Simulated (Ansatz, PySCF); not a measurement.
Process, species as SMILES: CN[SiH3] -> [NH][SiH3] + [CH3] (CH3) (the C-N bond at the site shown breaks; other sites are not compared here)
Geometries: B3LYP-D3(BJ)/def2-TZVP minima from Ansatz (a program for electronic structure).

Property: bond dissociation energy (enthalpy at 298 K, with B3LYP-D3(BJ) rigid-rotor harmonic-oscillator terms from PySCF), in kcal/mol. Cores are frozen in the correlated levels unless marked. UHF or UKS for open shells. Spin-orbit coupling is left out. Non-relativistic. Basis-set limits of correlation are two-point, X^-3; Hartree-Fock from the larger set. [CCSD(T)-MP2]/basis is that difference in the basis named.

| level | program | bond dissociation energy (kcal/mol) |
|---|---|---|
| BLYP/def2-TZVPD | Ansatz | 79.2 |

### Question
Predict the RI-MP2/CBS(aug-cc-pV(T+d)Z,aug-cc-pV(Q+d)Z)+[CCSD(T)-MP2]/aug-cc-pV(T+d)Z result (Ansatz).

### Answer
89.0 kcal/mol, so BLYP/def2-TZVPD differs from it by -9.8 kcal/mol.
